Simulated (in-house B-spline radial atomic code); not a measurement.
**RPA and G0W0 on BLYP: the ruthenium ion Ru³⁺**

Configuration [Kr] 4d5, highest spin, mean-field start BLYP. Computed with a B-spline radial code for spherical atoms: all electrons, non-relativistic, point nucleus, each spin shell either full or empty, empty states to l = 9 with an (l + 1/2)⁻⁴ tail; G0W0 by contour deformation at full frequency.

Without relativity these are model numbers: it shifts the levels of so heavy an element strongly and can reorder them.

Command:
```bash
python run_gw.py task.json out
```
Settings (radii: box in bohr, nucleus in fm):
```
Z                        44
electrons                41
configuration            [Kr] 4d5
hamiltonian              nr
method                   b88,lyp
lmax                     9
spin_polarised           True
box_radius               14.14
intervals                52
```

Cost of the run: 2.8 s on 1 thread of Arm Neoverse V2, on a shared host.

Energies (hartree):

```csv
term,value
mean-field total,-4441.80124
Hartree-Fock functional on these orbitals,-4439.75161
direct second order,-3.4575
second-order exchange,0.99582
SOSEX correction,0.9277
```

Q: What is the RPA correlation energy, and what remains with SOSEX?

A: RPA gives -3.0558 hartree (-2.03 eV per electron); RPA + SOSEX gives -2.1281, and the second-order doubles -2.4617 hartree (no singles). SOSEX takes back 30 % of the RPA value.

Quasi-particle levels (eV):

```json
{"level": "4d up", "occupied": "yes", "mean field": "-39.02", "Σx - vxc": "-7.78", "Σc": "?", "QP weight": "?", "G0W0": "?"}
{"level": "4p down", "occupied": "yes", "mean field": "-76.96", "Σx - vxc": "-8.87", "Σc": "0.69", "QP weight": "0.899", "G0W0": "-85.14"}
{"level": "4d down", "occupied": "no", "mean field": "-35.38", "Σx - vxc": "9.89", "Σc": "-4.02", "QP weight": "0.930", "G0W0": "-29.513"}
```

G0W0 = mean field + (Σx - vxc) + Σc, with Σc (partial-wave tail included) taken at the quasi-particle energy. Only the outer levels were computed. Levels of low weight are left out.

Q: Where does G0W0 put 4d up?

A: At -46.64 eV, with Σc = 0.16 eV and a quasi-particle weight of 0.923. The tabulated removal energy is 45 ± 1.7 eV (NIST, tabulated theory); the calculation leaves out relativity, Breit and QED terms, and what these don't explain is the method's own error.
